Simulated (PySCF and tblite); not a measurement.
Results of a calculation; reference values are marked as such.
**Conformers and averaged properties: C₆H₁₁F, numbered as in [F:1][CH:2]1[CH2:3][CH2:4][CH2:5][CH2:6][CH2:7]1**

Search: ETKDG and KDG, MMFF94s, GFN2-xTB, 60 starts; geometries at GFN2-xTB. Free energies are PBE0-D3(BJ)/pcSseg-1 (IEF-PCM, chloroform) single points with GFN2-xTB rigid-rotor and vibrational terms (modes under about 100 cm⁻¹ blended into free rotors). Symmetry numbers and mirror images are counted. Conformers within 3 kcal/mol (GFN2-xTB free energy) were kept, 10 at most. GIAO shieldings: PBE0/pcSseg-1 (IEF-PCM, chloroform). Shifts are against TMS (¹H), TMS (¹³C), CFCl3 (¹⁹F) at the same level; of two unlike H on one atom, a is the less shielded. Codes: tblite and PySCF.

The 6-ring runs over atoms 2–3–4–5–6–7.

```json
{"conformer": "1", "shape": "6-ring chair (all substituents equatorial)", "symmetry": "Cs", "E(GFN2) kcal/mol": "0.00", "E(DFT) kcal/mol": "0.00", "G(298.15 K) kcal/mol": "0.00", "weight %": "54.9", "dipole D": "2.41"}
{"conformer": "2", "shape": "6-ring chair (F1 axial)", "symmetry": "Cs", "E(GFN2) kcal/mol": "0.79", "E(DFT) kcal/mol": "0.11", "G(298.15 K) kcal/mol": "0.12", "weight %": "45.1", "dipole D": "2.09"}
```

Weights (%) against temperature:

```tsv
T (K)	1	2	S(mix) cal/mol/K
220	56.2	43.8	1.36
260	55.4	44.6	1.37
298.15	54.9	45.1	1.37
340	54.5	45.5	1.37
380	54.2	45.8	1.37
```

Averaged shifts at 298.15 K. ¹H: 4.86 (H2, 1H), 1.83 (H3a/H7a, 2H), 1.80 (H4a/H6a, 2H), 1.72 (H3b/H7b, 2H), 1.44 (H5a, 1H), 1.40 (H4b/H6b, 2H), 1.38 (H5b, 1H) ppm. ¹³C: 94.6 (C2), 36.7 (C3/C7), 29.8 (C5), 26.8 (C4/C6) ppm. ¹⁹F: -210.5 (F1) ppm.

Coordinates of conformer 1 (Å):

```xyz
18

F    -2.203    1.609   -0.066
C    -1.051    0.932    0.304
C     0.080    1.308   -0.645
C     1.347    0.545   -0.270
C     1.093   -0.960   -0.297
C    -0.046   -1.326    0.650
C    -1.317   -0.567    0.278
H    -0.827    1.269    1.326
H     0.252    2.385   -0.600
H    -0.222    1.056   -1.664
H     1.666    0.840    0.732
H     2.148    0.802   -0.966
H     2.001   -1.494   -0.009
H     0.832   -1.266   -1.312
H     0.239   -1.074    1.675
H    -0.236   -2.400    0.610
H    -2.126   -0.807    0.970
H    -1.639   -0.846   -0.728
```

Coordinates of conformer 2 (Å):

```xyz
18

F     0.020    1.002    1.977
C    -0.087    1.312    0.630
C    -1.328    0.634    0.059
C    -1.171   -0.884    0.058
C     0.079   -1.292   -0.715
C     1.312   -0.652   -0.085
C     1.185    0.869   -0.086
H    -0.191    2.405    0.594
H    -1.475    0.998   -0.960
H    -2.197    0.920    0.655
H    -2.057   -1.344   -0.382
H    -1.086   -1.232    1.090
H    -0.011   -0.969   -1.755
H     0.181   -2.379   -0.709
H     2.212   -0.945   -0.628
H     1.411   -0.998    0.946
H     1.145    1.243   -1.111
H     2.048    1.318    0.410
```

Unscaled ¹⁹F shifts at such levels can be off by tens of ppm; differences between conformers or isomers are more reliable. Shifts are unscaled: against experiment ¹³C can be off by 15 ppm or more and ¹H by 0.8 ppm.

Search and properties took 39 s on 1 thread of Intel Xeon 6975P-C, on a host shared with other jobs (rough), launched as `OMP_NUM_THREADS=1 python ens_run.py task.json out`.
